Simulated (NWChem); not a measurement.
CdHI; SMILES [CdH][I]

def2 effective core potentials on Cd, I; no spin-orbit coupling.

Give the equilibrium geometry at PBE0/def2-SVP with def2 effective core potentials on Cd, I (NWChem) as a list of bonds and angles, with the point group.

point group C*v; any orientation.
Bond lengths (Å): Cd1–H2 1.664, Cd1–I3 2.603. Angles (°): H2–Cd1–I3 179.7.
